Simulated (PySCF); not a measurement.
CH₃Cl₂FOSi. Atoms are numbered in the order given.

```xyz
9

C     -2.3114    -0.1282    -1.2266
O     -0.9710     0.3327    -1.1516
Si     0.1800    -0.1495    -0.1091
F      0.6602    -1.6527    -0.4364
Cl     1.7778     1.0953    -0.2969
Cl    -0.5316    -0.1658     1.8141
H     -2.7985    -0.1006    -0.2375
H     -2.3525    -1.1588    -1.6167
H     -2.8602     0.5326    -1.9122
```

Coordinates come from a B3LYP-D3(BJ)/def2-SVP optimisation. Other conformers were not sampled.

Computed with B3LYP-D3(BJ)/def2-SVP run with PySCF.

Frequencies are harmonic and unscaled.

### Question
Give all harmonic wavenumbers and intensities. (Estimate from the structure and the level; the computed values follow.)

### Answer

| mode | ν (cm⁻¹) | IR (km/mol) | Raman (Å⁴/amu) | depolarisation | moving atoms (share of kinetic energy) |
|---|---|---|---|---|---|
| 1 | 55 | 3.2 | 0.3 | 0.75 | C 33 %, H 22 %, F 18 %, O 15 %, Cl 9 % |
| 2 | 91 | 0.1 | 0.1 | 0.60 | H 96 % |
| 3 | 132 | 3.4 | 1.2 | 0.74 | C 35 %, Cl 34 %, H 20 % |
| 4 | 166 | 1.1 | 2.1 | 0.72 | Cl 70 %, O 11 %, F 9 % |
| 5 | 222 | 8.0 | 1.0 | 0.72 | F 45 %, Cl 20 %, O 15 %, C 12 % |
| 6 | 263 | 12.0 | 1.7 | 0.74 | F 31 %, Cl 25 %, Si 22 %, O 16 % |
| 7 | 315 | 24.5 | 2.0 | 0.48 | O 38 %, Cl 26 %, F 25 % |
| 8 | 341 | 11.3 | 2.4 | 0.51 | Cl 37 %, O 30 %, F 13 % |
| 9 | 499 | 39.7 | 8.4 | 0.02 | Cl 47 %, Si 21 %, O 16 %, F 13 % |
| 10 | 651 | 265.2 | 1.0 | 0.56 | Si 71 %, Cl 26 % |
| 11 | 812 | 111.1 | 5.7 | 0.14 | Si 44 %, O 22 %, C 19 % |
| 12 | 936 | 142.6 | 1.0 | 0.72 | F 47 %, Si 45 % |
| 13 | 1155 | 244.9 | 2.2 | 0.75 | O 37 %, H 30 %, C 29 % |
| 14 | 1175 | 0.7 | 2.5 | 0.72 | H 77 %, C 18 % |
| 15 | 1213 | 161.0 | 2.2 | 0.52 | H 47 %, O 29 %, C 21 % |
| 16 | 1475 | 7.4 | 14.0 | 0.74 | H 94 % |
| 17 | 1475 | 4.1 | 13.5 | 0.75 | H 93 % |
| 18 | 1478 | 3.1 | 12.3 | 0.71 | H 94 % |
| 19 | 3019 | 48.6 | 127.5 | 0.01 | H 97 % |
| 20 | 3101 | 23.2 | 56.9 | 0.74 | H 90 %, C 10 % |
| 21 | 3136 | 17.3 | 93.3 | 0.61 | H 90 %, C 10 % |
